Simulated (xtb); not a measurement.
C4H2BrF, SMILES C#C/C(Br)=C\F. All values are semi-empirical tight-binding results from xtb (GFN2-xTB unless named), good for trends rather than for accurate numbers. Geometry optimised at GFN2-xTB. The structure was generated by enumeration; whether it is a known compound was not checked.

- point group as xtb finds it = Cs
- orbital gap = 3.60 eV
- zero-point energy = 26.5 kcal/mol
- G − E(el) at 298.15 K (modified RRHO) = 6.5 kcal/mol
- static polarisability (D4 model) = 65.3 bohr³
- solvation energy, GFN2-xTB/ALPB(water) = -1.9 kcal/mol
- solvation energy, GFN2-xTB/ALPB(thf) = -6.1 kcal/mol
